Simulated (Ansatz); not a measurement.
```yaml
crystal:
  periodic: [false, false, false]
  atoms:
    - {symbol: C, position_ang: [0.398858, 1.472455, 0.068205]}
    - {symbol: N, position_ang: [-0.393062, 0.570772, 0.446173]}
    - {symbol: Si, position_ang: [-0.390032, -1.076614, -0.014653]}
    - {symbol: F, position_ang: [0.815047, -1.443260, -0.986462]}
    - {symbol: h, position_ang: [-0.199602, -1.946953, 1.292211]}
    - {symbol: H, position_ang: [0.277723, 2.498801, 0.432558]}
    - {symbol: H, position_ang: [1.236216, 1.307532, -0.624728]}
    - {symbol: H, position_ang: [-1.652848, -1.439932, -0.669203]}
basis:
  gaussian: {orbitals: "6-31G*"}
hamiltonian: {xc: {name: SVWN5}}
accuracy: high
output: {forces: true}
```

```sh
$ ansatz run in.yaml --threads 2 --pin off --events-out ev --progress --plain --max-ram 4352MiB
```

It prints (some lines left out):

```
Error: YAML parse error: error: line 8 column 16: `h` is not an element symbol (H … Og, case-exact)
 6 |     - {symbol: Si, position_ang: [-0.390032, -1.076614, -0.014653]}
 7 |     - {symbol: F, position_ang: [0.815047, -1.443260, -0.986462]}
 8 |     - {symbol: h, position_ang: [-0.199602, -1.946953, 1.292211]}
 9 |     - {symbol: H, position_ang: [0.277723, 2.498801, 0.432558]}
10 |     - {symbol: H, position_ang: [1.236216, 1.307532, -0.624728]}
```

(1) What is wrong with this run?

## Answers

(1) An element symbol is wrong. The program refused the input.
